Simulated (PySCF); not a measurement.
**InH₂⁺ + 2 F₂ → InF₂⁺ + 2 HF**

Level: PBE0 in the def2-TZVP basis family, computed in PySCF with density fitting; scalar-relativistic core potentials for atoms from Rb on, none lighter, no spin–orbit coupling; open shells unrestricted.

```csv
species,state and structure,E (Eh),ZPE (kJ/mol),H(298 K) − H(0) (kJ/mol),S° (J/(mol K))
InH₂⁺,"singlet, D∞h, In–H 1.666 Å (×2)",-191.02686,31.8,9.4,209.1
F₂,"singlet, D∞h, F–F 1.376 Å",-199.40856,6.6,8.7,201.9
InF₂⁺,"singlet, D∞h, In–F 1.842 Å (×2)",-389.42846,10.4,12.6,260.5
HF,"singlet, C∞v, H–F 0.920 Å",-100.39188,24.9,8.7,173.6
```

(1) What is the electronic reaction energy?

(2) Add zero-point, thermal and entropy terms for 298.15 K and 1 bar.

Results:

(1) At PBE0/def2-TZVP, ΔE = -966.8 kJ/mol from the differences of the total energies times 2625.5, downhill. 

(2) ΔZPE = 15.2 and Δ[H(298) − H(0)] = 3.2 kJ/mol give ΔH° = -948.4 kJ/mol. ΔS° = -5.2 J/(mol K), so ΔG° = -948.4 − 298.15 × (-0.0052) = -947 kJ/mol.

The structures come from searches over a few start shapes, so lower isomers are not excluded.
